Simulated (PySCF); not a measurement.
**Relaxation of singlet IrSCl**

Level of theory: PySCF, PBE0, basis Ir def2-SVP with ECP60, S def2-SVP, Cl def2-SVP (scalar-relativistic core potentials, no spin–orbit coupling, density fitting). A (50,194) grid was used.

A start displaced from a saddle point along its imaginary mode, of Cs symmetry, held to at least that symmetry:

Coordinates in bohr (charge 0 multiplicity 1):
```
Ir   -0.1500    0.0000   -0.0906
S     0.4724    0.0000   -3.9001
Cl    0.3959    0.0000    4.0659
```

Optimiser trace:
| step | E − E(last) (kJ/mol) | largest gradient (Eh/bohr) |
| --- | --- | --- |
| 0 | 1.89 | 0.01925 |
| 1 | 0.14 | 0.00624 |
| 2 | 0.00 | 0.00027 |
| 3 | 0.00 | 0.00009 |

It ends at Cs with Ir–Cl 2.196 Å, Ir–S 2.015 Å; Cl–Ir–S 163.6°. No frequency check is given, so it may be a saddle point. Other isomers or separated fragments may lie lower.

Stability towards spin polarisation was not tested. With an element this heavy the missing spin–orbit coupling can shift these numbers.
